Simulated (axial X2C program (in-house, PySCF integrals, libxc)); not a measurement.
Spin–orbit effects down a group: molecules with I (ions), CCSD(T)

All values come from calculations with an in-house relativistic program for diatomic molecules, spin-free (one-electron X2C) or two-component (2c: spin–orbit coupling with atomic mean-field Coulomb and Gaunt terms, which also bring small scalar terms), in Dyall basis sets with cores contracted in-house; open shells are unrestricted.

Basis sets: Be dyall-cv3z, Ca dyall-cv3z, I dyall-cv3z, Mg dyall-cv3z, Sr dyall-cv3z. Frozen shells (counts by l): BeI⁺ I 4s3p2d, Be 1s, 8 electrons correlated; MgI⁺ I 4s3p2d, Mg 2s1p, 8 electrons correlated; CaI⁺ I 4s3p2d, Ca 3s2p, 8 electrons correlated; SrI⁺ I 4s3p2d, Sr 4s3p1d, 8 electrons correlated. Coupled cluster in natural virtuals with an MP2 remainder. Where the outer core of a metal is frozen, bonds come out longer and ionisation energies lower.

| molecule | spin-free state | Re (Å) | ωe (cm⁻¹) | De (eV) | 2c state | Re 2c (Å) | ωe 2c (cm⁻¹) | De 2c (eV) |
| --- | --- | --- | --- | --- | --- | --- | --- | --- |
| BeI⁺ | M_S = 0, Λ = 0 | 2.080 | 747.2 | 3.53 | Ω = 0 | 2.084 | 736.2 | 3.26 |
| MgI⁺ | M_S = 0, Λ = 0 | 2.472 | 382.5 | 2.35 | Ω = 0 | 2.478 | 375.4 | 2.09 |
| CaI⁺ | M_S = 0, Λ = 0 | 2.759 | 284.9 | 3.02 | Ω = 0 | 2.762 | 283.4 | 2.74 |
| SrI⁺ | M_S = 0, Λ = 0 | 2.907 | 206.8 | 3.13 | Ω = 0 | 2.909 | 205.9 | 2.85 |

Q: Work out the shifts from the spin-free to the two-component result.

A: 

```json
{"molecule": "BeI⁺", "2c state": "Ω = 0", "ΔRe (Å)": "0.004", "Δωe (cm⁻¹)": "-11.0", "ΔDe (eV)": "-0.27"}
{"molecule": "MgI⁺", "2c state": "Ω = 0", "ΔRe (Å)": "0.006", "Δωe (cm⁻¹)": "-7.1", "ΔDe (eV)": "-0.26"}
{"molecule": "CaI⁺", "2c state": "Ω = 0", "ΔRe (Å)": "0.003", "Δωe (cm⁻¹)": "-1.5", "ΔDe (eV)": "-0.28"}
{"molecule": "SrI⁺", "2c state": "Ω = 0", "ΔRe (Å)": "0.002", "Δωe (cm⁻¹)": "noise", "ΔDe (eV)": "-0.28"}
```

Shifts of one unit in the last digit are rounding. Where the truncated virtual spaces of the two runs make Δωe unreliable it is marked noise.

Fragments in 2c: I + Be+, I + Mg+, I + Ca+, I + Sr+. Each entry is the lowest single determinant of a limited PBE0 search at one distance. De goes to single-determinant-based atoms at the same level (for ions the charge split of lowest energy) and is withheld (n/a) where an atom does not fit its ground term or J level. Main or longest-lived isotopes.
